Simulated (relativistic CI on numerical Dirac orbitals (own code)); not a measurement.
**Electric-dipole lines of Pr26+**

Method of calculation: Dirac-Coulomb-Breit CI, orbitals from a KLI potential per configuration, model QED, unscaled Slater integrals (own radial code, finite nucleus).

Configurations in the expansion (outside the closed core [Ar] 3d10): 4s²4p³, 4s4p⁴, 4s²4p²4d, 4p⁵, 4s4p³4d, 4s²4p²4f, 4s4p³4f, 4p⁴4d, 4s4p²4d², 4s²4p4d4f, 4p⁴4f, 4s²4p²5s, 4p³4d4f, 4p⁴5s, 4s²4p²5p, 4s4p²4f², 4s4p²4d5s, 4s4p³5s, 4s²4p4f5s, 4s²4p²5d, 4s4p³5p, 4s²4p²5f, 4s²4p²5g, 4s4p³5d, 4s²4p²6s, 4p³4f5s, 4s4p³5f, 4s²4p4d², 4s²4d³, 4s4p4d³, 4s²4d²4f, 4s4p4d²4f, 4s²4d²5s, 4p³4d², 4p²4d³, 4p²4d²4f, 4p²4d²5s, 4s²4p4f², 4s²4d4f², 4s4p4d4f², 4s²4f³, 4s4p4f³, 4s²4f²5s, 4p³4f², 4p²4d4f², 4p²4f³, 4p²4f²5s, 4s4p²4d4f, 4s4p4d4f5s, 4s²4p4d5s, 4s4p4d²5s, 4s²4d4f5s, 4s²4d5s², 4p³4d5s, 4p²4d4f5s, 4p²4d5s², 4s4p²4f5s, 4s4p4f²5s, 4s4p4f5s², 4s²4p5s², 4s4p4d5s², 4s²4f5s². Double excitations out of closed p, d and f shells are left out; levels of such configurations are missing from the list, as are those of other unlisted configurations, and high levels can miss mixing partners. These lack a partner that the ground configuration has and come out too high: 4s²4p²5p, 4s²4p²5d, 4s4p³5p, 4s²4p²5f, 4s²4p²5g.

```tsv
λ vac (Å)	Lower	Upper	A (s⁻¹)	gf	Branching (%)
83.756	4s²4p³ ²P°3/2 [1]	4s²4p²4d ²D5/2 [29]	1.37e+11	8.62e-01	26.4
86.449	4s²4p²4d ⁴F3/2 [9]	4s²4p4d² ⁴F°3/2 [110]	4.06e+11	1.82e+00	65.2
87.046	4s²4p³ ²P°3/2 [1]	4s²4p²4d ²P3/2 [25]	2.78e+11	1.26e+00	58.5
87.375	4s²4p³ ²P°3/2 [1]	4s²4p²4d ⁴P1/2 [24]	5.00e+11	1.15e+00	92.6
87.469	4s4p⁴ ⁴P5/2 [6]	4s4p³4d ⁴D°7/2 [78]	3.52e+11	3.23e+00	87.5
87.483	4s4p⁴ ⁴P3/2 [7]	4s4p³4d ⁴D°3/2 [92]	3.32e+11	1.53e+00	64.0
87.837	4s²4p³ ²P°3/2 [1]	4s²4p²4d ⁴D5/2 [23]	3.73e+11	2.59e+00	79.7
88.110	4s²4p²4d ⁴F5/2 [11]	4s²4p4d² ²F°7/2 [117]	2.63e+11	2.45e+00	58.6
88.243	4s²4p³ ⁴S°3/2 [2]	4s²4p²4d ²D5/2 [35]	2.38e+11	1.67e+00	43.4
88.270	4s²4p³ ²D°5/2 [3]	4s²4p²4d ²F7/2 [36]	6.23e+11	5.82e+00	100.0
88.343	4s²4p²4d ⁴F9/2 [20]	4s²4p4d² ²H°11/2 [154]	4.02e+11	5.65e+00	99.8
88.351	4s²4p²4d ⁴D7/2 [18]	4s²4p4d² ⁴F°9/2 [150]	2.05e+11	2.40e+00	34.3
88.693	4s²4p³ ⁴S°3/2 [2]	4s²4p²4d ²D3/2 [34]	4.01e+11	1.89e+00	72.2
88.924	4s²4p²4d ⁴F5/2 [11]	4s²4p4d² ⁴D°5/2 [115]	3.61e+11	2.57e+00	72.5
89.052	4s4p⁴ ²D5/2 [12]	4s²4p²4f ²G°7/2 [123]	2.86e+11	2.72e+00	68.2
89.221	4s²4p³ ²P°1/2 [4]	4s²4p²4d ²D3/2 [38]	4.21e+11	2.01e+00	88.3
89.653	4s4p⁴ ⁴P5/2 [6]	4s4p³4d ⁴S°3/2 [73]	2.57e+11	1.24e+00	80.5
89.671	4s²4p³ ⁴S°3/2 [2]	4s²4p²4d ²P1/2 [33]	3.69e+11	8.89e-01	97.4
90.006	4s²4p³ ²P°3/2 [1]	4s²4p²4d ²P3/2 [22]	2.64e+11	1.28e+00	69.1
90.486	4s4p⁴ ⁴P5/2 [6]	4s4p³4d ²G°7/2 [72]	1.54e+11	1.51e+00	76.6
90.612	4s4p⁴ ⁴P5/2 [6]	4s4p³4d ⁴P°5/2 [71]	3.41e+11	2.52e+00	87.5
90.755	4s²4p³ ²D°5/2 [3]	4s²4p²4d ²D5/2 [35]	3.00e+11	2.22e+00	54.6
90.821	4s²4p²4d ²D5/2 [29]	4s²4p4d² ²G°7/2 [173]	3.80e+11	3.76e+00	52.9
90.931	4s²4p²4d ⁴F9/2 [20]	4s²4p4d² ⁴F°9/2 [150]	3.80e+11	4.71e+00	63.6
90.993	4s²4p³ ²P°3/2 [1]	4s²4p²4d ²F5/2 [21]	1.31e+11	9.73e-01	67.2
91.757	4s²4p²4d ⁴D5/2 [23]	4s²4p4d² ⁴D°7/2 [161]	5.50e+11	5.55e+00	62.8
93.004	4s²4p²4d ²G7/2 [26]	4s²4p4d² ²G°9/2 [158]	3.06e+11	3.97e+00	72.8
93.478	4s²4p²4d ⁴F7/2 [16]	4s²4p²4f ²F°7/2 [135]	2.63e+11	2.76e+00	51.7
93.773	4s²4p²4d ²F5/2 [15]	4s4p³4d ²F°7/2 [130]	2.13e+11	2.25e+00	51.3
94.069	4s²4p²4d ⁴F3/2 [9]	4s4p³4d ²D°5/2 [94]	1.93e+11	1.53e+00	48.7
94.636	4s²4p²4d ²F7/2 [36]	4s²4p4d² ²G°9/2 [202]	9.70e+11	1.30e+01	93.6
94.978	4s4p⁴ ⁴P3/2 [10]	4s4p³4d ²D°5/2 [102]	2.25e+11	1.83e+00	44.2
95.368	4s²4p²4d ⁴F7/2 [16]	4s²4p²4f ²G°9/2 [131]	1.70e+11	2.32e+00	50.1
95.931	4s²4p²4d ²D5/2 [35]	4s²4p²4f ²F°7/2 [191]	6.62e+11	7.31e+00	71.7
96.334	4s²4p²4d ²G9/2 [32]	4s²4p²4f ²H°11/2 [182]	4.40e+11	7.35e+00	92.2
97.494	4s²4p²4d ²F7/2 [31]	4s²4p²4f ²G°9/2 [176]	4.14e+11	5.90e+00	83.1
97.666	4s²4p²4d ²D3/2 [40]	4s²4p²4f ²F°5/2 [212]	5.30e+11	4.55e+00	64.2
97.957	4s²4p²4d ²D3/2 [38]	4s²4p4d² ²D°5/2 [198]	5.79e+11	5.00e+00	74.7
98.888	4s²4p²4d ²D5/2 [41]	4s²4p4d² ²F°7/2 [215]	9.12e+11	1.07e+01	94.1
99.294	4s²4p³ ²P°3/2 [5]	4s²4p²4d ²D5/2 [41]	5.33e+11	4.72e+00	94.2
99.349	4s²4p³ ⁴S°3/2 [2]	4s²4p²4d ²D5/2 [29]	2.83e+11	2.52e+00	54.8
100.74	4s²4p²4d ²G9/2 [32]	4s²4p4d² ²G°9/2 [170]	3.24e+11	4.92e+00	77.2
101.57	4s²4p³ ²P°3/2 [5]	4s²4p²4d ²D3/2 [40]	3.36e+11	2.08e+00	74.8
104.48	4s²4p³ ²P°3/2 [5]	4s²4p²4d ²S1/2 [39]	4.23e+11	1.38e+00	87.0
107.40	4s²4p³ ²D°5/2 [3]	4s²4p²4d ²G7/2 [26]	1.07e+11	1.49e+00	100.0
```

Terms are leading LS components. Brackets give the number of a level in order of energy, since labels repeat. The list gives strong lines, with weight on those to low levels, without lines whose two gauges differ by over a factor of 2.5, among the lowest 400 of 11824 levels, so that lines to higher ones, which can be the strongest, are missing. Levels whose partners in the same complex of configurations lie outside the list can be far off, and so can their lines. Rates are taken at the computed energies, electric ones in the length gauge.

At this charge energies of transitions that change n are usually good to better than 1 %, and those within a shell (Δn = 0) to a few per cent.

LS names give the leading component of a level, which can be under half, so a name can repeat, a term be missing and a line seem to break the LS rules.
